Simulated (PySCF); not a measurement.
BiCl₂, SMILES [Cl][Bi][Cl], multiplicity 2. The structure is a stationary point at B3LYP-D3(BJ)/def2-TZVP. The multiplicity is an assumed one; other spin states were not compared. The isomer is the one that the SMILES or the coordinates give; other isomers of the formula were not compared. The def2 effective core potentials stand for the cores of Bi; spin–orbit coupling is left out.

Computed equilibrium geometry at B3LYP-D3(BJ)/def2-TZVP (PySCF confirms it by a frequency run) as Cartesian coordinates in Å, and its point group:
point group C2v.
```xyz
3

Bi     0.0000     0.0000     0.4614
Cl     0.0000     1.8746    -1.1263
Cl     0.0000    -1.8746    -1.1263
```
Charge 0, spin multiplicity 2.
